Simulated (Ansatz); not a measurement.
K3H3. Charge 0, multiplicity 1. Geometry PBE-D4/def2-TZVP, basis def2-TZVP, Ansatz.

Cartesian coordinates in Å:
```
K -0.378 -0.984 -2.259
K -0.997 -1.083 2.015
K 1.374 2.065 0.246
H -1.361 -2.002 -0.242
H 0.977 1.053 -1.966
H 0.383 0.950 2.207
```

| run | HOMO (eV) | LUMO (eV) |
| --- | --- | --- |
| A | -3.59 | -0.66 |
| B | -4.08 | 0.18 |
| C | -4.68 | 0.27 |
| D | -4.44 | -0.40 |
| E | -3.69 | 0.11 |
| F | -6.71 | 0.22 |

B3LYP takes the VWN-RPA correlation. The structure comes from a short search, and lower isomers may exist.

Task: The runs used B3LYP, PBE, r2SCAN, r2SCAN0, r2SCANh, ωB97M-V. Estimate which is which.

Result: A PBE (0 % exact exchange); B r2SCANh (10 % exact exchange); C r2SCAN0 (25 % exact exchange); D B3LYP (20 % exact exchange); E r2SCAN (0 % exact exchange); F ωB97M-V (range-separated). Exact exchange lowers occupied and raises empty levels; among semilocal functionals meta-GGAs tend to open the gap a little, and such runs are hard to tell apart. The gap grows from 2.93 eV (PBE) to 6.93 eV (ωB97M-V).
